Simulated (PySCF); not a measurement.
Work out the structure from these simulated measurements.

Formula: C6H5N3.

| Quantity | Value |
| --- | --- |
| Dipole | 2.83 D [wB97X-D/def2-SVPD] |
| 1H NMR | chemical shifts (computed TMS as zero) by class: 8.62 (1 H), 2.96 (1 H), 2.95 (3 H) ppm [GIAO PBE0/pcSseg-1] |
| Polarisability | 91.5 au [wB97X-D/def2-SVPD] |
| Rotational structure | rotational constants A, B, C: 6.079, 1.066, 0.912 GHz [GFN2-xTB] |
| Triplet | lowest triplet excitation (Tamm–Dancoff): 2.51 eV [TDA wB97X-D/def2-SVPD] |
| 13C NMR | chemical shifts (computed TMS as zero) by class: 161.4 (1 C), 157.2 (1 C), 152.8 (1 C), 89.9 (1 C), 86.0 (1 C), 22.6 (1 C) ppm [GIAO PBE0/pcSseg-1] |

Electronic properties: PySCF, gas phase, density fitting. Levels stand in brackets. Geometry: GFN2-xTB; no solvent, vibrations or thermal averaging. NMR values are class means; diastereotopic atoms form classes of their own.

Q: What is the compound? Reason from the data.

A: Numbering: `[CH:1]#[C:2][c:3]1[n:4][cH:5][c:6]([CH3:7])[n:8][n:9]1`. Its formula, C6H5N3, gives 6 degrees of unsaturation: 1 ring and 5 π bonds in the structure found (Kekulé form). 6 carbons fall into 6 classes; from least to most shielded: substituted aromatic carbon [C6] (161.4 ppm), substituted aromatic carbon [C3] (157.2 ppm), aromatic CH next to a ring nitrogen [C5] (152.8 ppm), terminal alkyne carbon [C1] (89.9 ppm), alkyne carbon [C2] (86.0 ppm), benzylic-type carbon [C7] (22.6 ppm). Hydrogen classes from least to most shielded: 1 H on an aromatic CH next to a ring nitrogen, C5 (8.62 ppm), 1 H on a terminal alkyne carbon, C1 (2.96 ppm), 3 H on a benzylic-type carbon, C7 (2.95 ppm). The optimised geometry has point group Cs and is an asymmetric top. Structure: `c1(C#C)ncc(C)nn1`. Computed isomers that give other values at the same levels: `N#Cc1ccnc(N)c1` (rotational constant A: 3.687 GHz; this holds for the one conformer computed); `c1ccc2[nH]nnc2c1` (13C chemical shifts (computed TMS as zero) by class: 149.2 (1 C), 139.8 (1 C), 131.9 (1 C), 128.1 (1 C), 126.8 (1 C), 112.8 (1 C) ppm); `c1ccn2nncc2c1` (13C chemical shifts (computed TMS as zero) by class: 141.1 (1 C), 129.7 (1 C), 129.2 (1 C), 128.9 (1 C), 124.2 (1 C), 119.3 (1 C) ppm). The assignments are read from this structure; whether some other isomer fits the data as well wasn't checked.
